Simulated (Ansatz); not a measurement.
Species: C₂H₇O₂Si, net charge 0, doublet state. It need not be the lowest isomer of its formula. 
Coordinates optimised at B3LYP-D3(BJ)/def2-TZVP (Ansatz, a quantum-chemistry and plane-wave program):
SMILES: CO[SiH]OC
```xyz
12

Si    -0.0188     0.3986     0.3504
O     -1.2539    -0.5834    -0.1057
C     -2.6326    -0.2829     0.0412
O      1.3225    -0.3377    -0.2466
C      2.6274     0.2191    -0.2478
H     -0.1835     1.7521    -0.2959
H     -3.1977    -1.0420    -0.4986
H     -2.9319    -0.3034     1.0926
H     -2.8761     0.6989    -0.3768
H      3.2661    -0.4321    -0.8436
H      2.6359     1.2198    -0.6910
H      3.0336     0.2779     0.7656
```
Charge 0, spin multiplicity 2.

Basis-set convergence of Hartree-Fock and CCSD correlation energies (hartree) with Ansatz. Cores are frozen in the correlated levels unless marked. UHF or UKS for open shells. No spin-orbit coupling. Non-relativistic.

```csv
basis,functions,E(HF),"E(corr, CCSD)"
cc-pV(D+d)Z,114,-518.49867,-0.78361
cc-pV(T+d)Z,257,-518.60038,-0.96185
cc-pV(Q+d)Z,494,-518.62282,-1.02038
```

Extrapolating the two largest sets (X = 3 and 4) as X^-3: E(corr) = (64·(-1.02038) - 27·(-0.96185))/37 = -1.0631 Eh, an estimate of the basis-set limit. The largest set recovers 96.0 % of it, the smallest 73.7 %.
